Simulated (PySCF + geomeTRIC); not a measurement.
A geometry relaxed with PBE0-D4/def2-TZVP (PySCF + geomeTRIC), charge 0, multiplicity 2:

```xyz
5

H      1.8949     0.5375     0.1556
H     -1.5367    -1.1301    -0.0220
S      1.3184    -0.6444    -0.1209
Si    -0.6537     0.0022     0.3682
H     -1.0239     1.2371    -0.3837
```

### Question
Write the SMILES of this molecule.

### Answer
`[SiH2]S`
